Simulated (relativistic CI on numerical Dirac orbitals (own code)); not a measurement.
**Spin-allowed bands of a d3 ion in an octahedral site, by hand**

Problem. Take Δ = 12950 cm⁻¹ and B = 370 cm⁻¹ for a d3 ion in an octahedral site. Calculate the three spin-allowed bands.

Working.
1. The terms of highest spin are 4F (energy 0) and 4P (15B = 5550 cm⁻¹). Here the F term splits into A2 at −1.2Δ = -15540, T2 at −0.2Δ = -2590 and T1 at +0.6Δ = 7770 cm⁻¹.
2. The two T1 states mix through the element 0.4Δ: H = [[7770, 5180], [5180, 5550]], with roots ½(H₁₁ + H₂₂) ∓ ½√[(H₂₂ − H₁₁)² + 4H₁₂²] = ½(13320) ∓ ½(10595) = 1362 and 11958 cm⁻¹.
3. The ground term is 4A2 at -15540 cm⁻¹.
4. Bands: 4T2 12950 cm⁻¹ (772 nm), 4T1(F) 16902 cm⁻¹ (592 nm), 4T1(P) 27498 cm⁻¹ (364 nm).

Check. Exact diagonalisation of the whole d3 shell with these parameters gives 4T2 12950, 4T1 16902, 4T1 27498 cm⁻¹. The match is exact, since without spin-orbit coupling no other term has this spin. The ratio of the second band to the first, 1.305, depends on Δ/B = 35.0 alone, which is how a Tanabe-Sugano diagram is read.
